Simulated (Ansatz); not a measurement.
`CC[Si]O[SiH3]` + `N=[C]1[CH2][GeH2]1` → `[SiH3]/N=[C]1/[CH2][GeH2]1` + `CC[Si]O`  (ligand exchange at the Si–O bond)

Calculated with Ansatz (gas phase, PBE0-D4/def2-TZVP geometries, no zero-point term in ΔE). CCSD(T)/CBS is the MP2 limit (def2-TZVPP, def2-QZVPP) plus CCSD(T) − MP2 in def2-TZVPP, frozen cores. Functionals use def2-TZVPP. B3LYP here is the variant with VWN-RPA as its local correlation; programs differ in this. For Ge outer-core shells are correlated without core-valence functions, which leaves a few kJ/mol of doubt a bond. Scalar relativity is left out up to krypton. One conformer a species, not always the lowest.

```json
{"level": "PBE-D4", "ΔE (kJ/mol)": "27.5"}
{"level": "ωB97X-V", "ΔE (kJ/mol)": "44.0"}
{"level": "PBE0", "ΔE (kJ/mol)": "33.5"}
{"level": "B3LYP", "ΔE (kJ/mol)": "38.1"}
```

Task: What does CCSD(T)/CBS give? (Best estimate.)

Result: Computed: +41.7 kJ/mol. The listed levels differ from it by -14.2, 2.3, -8.2, -3.6 kJ/mol.

Largest T1 diagnostic among the species: 0.014.

From PBE to PBE0 (25 % exact exchange), in def2-TZVPP and without D4, ΔE moves by +7.6 kJ/mol. In def2-TZVPP, CCSD(T) changes the Hartree–Fock value by −16.7 kJ/mol (the triples alone add −4.8 kJ/mol) and MP2 by −21.6 kJ/mol.
